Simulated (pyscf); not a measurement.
A first-order saddle from PySCF, ωB97X-D3(BJ)/def2-SVP:

```
B
H 1 1.2084
H 1 1.2464 2 119.45
H 1 1.2464 2 119.42 3 116.22
P 1 1.8353 2 118.37 4 121.89
H 5 1.4287 1 97.70 2 179.98
```
Charge 0, spin multiplicity 1.

Surface: singlet, charge 0. Lowest wavenumbers (cm⁻¹): 858i, 564, 639, 741, 761.

**Question.** Which two sides does it connect, and which bonds change?

**Answer.** H₂B–PH₂ (SMILES BP) ⇌ H₂B–PH₂ (SMILES BP), a concerted two-bond exchange read from left to right: H–P, B–H broken and H–P, B–H formed. At CCSD(T)/def2-TZVPP + ΔMP2(QZVPP) it lies +44.7 kcal/mol from the left side and +44.7 kcal/mol from the right (each side as separated species at their lowest minima found). This is the saddle that the search found; another between the same sides may lie lower. The CCSD(T) − MP2 part came from Ansatz, without density fitting, on the same reference.
